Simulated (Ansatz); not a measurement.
C₂H₉BN₂, SMILES `CNBCN`. The species carries charge 0 and has multiplicity 1. The geometry is a stationary point of PBE0-D4/def2-TZVP. It is one conformer, not always the lowest.

```xyz
14

C     1.427   -0.057   -1.991
N     0.852   -0.358   -0.702
B    -0.328    0.151   -0.175
C    -0.870   -0.344    1.221
N    -1.640    0.675    1.928
H     0.802    0.681   -2.493
H     2.436    0.357   -1.895
H     1.484   -0.945   -2.627
H     1.381   -1.028   -0.163
H    -0.930    0.962   -0.825
H    -1.551   -1.178    0.995
H    -0.057   -0.788    1.822
H    -1.093    1.516    2.054
H    -1.912    0.357    2.849
```

What is the dipole moment at ωB97M-V/def2-TZVPP? (Best estimate.)

Ansatz gave: 2.61 D, with components (2.41, -1.00, 0.20) D in this frame, pointing from negative to positive charge.

And with PBE, r2SCAN, B3LYP? (Estimate.)

Computed: PBE 2.61 D, r2SCAN 2.59 D, B3LYP 2.59 D.

Give the Mulliken charges with ωB97M-V, B3LYP, PBE in def2-TZVPP. (Estimate.)

Computed: 
| atom | ωB97M-V | B3LYP | PBE |
| --- | --- | --- | --- |
| C1 | -0.21 | -0.15 | -0.16 |
| N2 | -0.17 | -0.18 | -0.13 |
| B3 | -0.07 | -0.03 | -0.06 |
| C4 | -0.13 | -0.09 | -0.13 |
| N5 | -0.29 | -0.34 | -0.34 |
| H6 | 0.10 | 0.09 | 0.09 |
| H7 | 0.12 | 0.10 | 0.10 |
| H8 | 0.12 | 0.10 | 0.10 |
| H9 | 0.10 | 0.13 | 0.13 |
| H10 | 0.06 | 0.01 | -0.01 |
| H11 | 0.10 | 0.08 | 0.09 |
| H12 | 0.07 | 0.05 | 0.05 |
| H13 | 0.10 | 0.12 | 0.14 |
| H14 | 0.09 | 0.11 | 0.13 |

B3LYP here is the variant with VWN-RPA as its local correlation; programs differ in this.
